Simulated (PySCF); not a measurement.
# Interval between two levels of N+ by level of theory

N+ [He] 2s2 2p2 [3P2, M_J = 2] → N+ [He] 2s1 2p3 [5S2, M_J = 2], as a difference of total energies. Computed with PySCF 2.14 in x2c-TZVPall-2c with one added diffuse shell each of s, p, d type (6s4p3d1f, 40 functions), with the two-component X2C-1e Hamiltonian. Correlated levels: 1s2 frozen. "Screened" scales the spin-orbit matrix elements by Boettger's factors to mimic the two-electron term; Breit and QED terms are absent.

| method | interval between two levels (cm⁻¹) |
| --- | --- |
| GHF (spin-free) | 31805 |
| GMP2 (spin-free) | 42004 |
| GHF (screened spin-orbit) | 31749 |
| GMP2 (screened spin-orbit) | 41949 |

Errors of the correlated levels include the incompleteness of this basis and the frozen core.

The labels give the starting determinants; with spin-orbit coupling the two ends relaxed to ⟨J²⟩ = 6.01, ⟨L²⟩ = 2.00, ⟨S²⟩ = 2.00 and ⟨J²⟩ = 6.00, ⟨L²⟩ = 0.00, ⟨S²⟩ = 6.00.

For comparison: 46654 cm⁻¹ (measured; NIST Handbook of Basic Atomic Spectroscopic Data (Sansonetti and Martin, J. Phys. Chem. Ref. Data 34, 1559 (2005))).
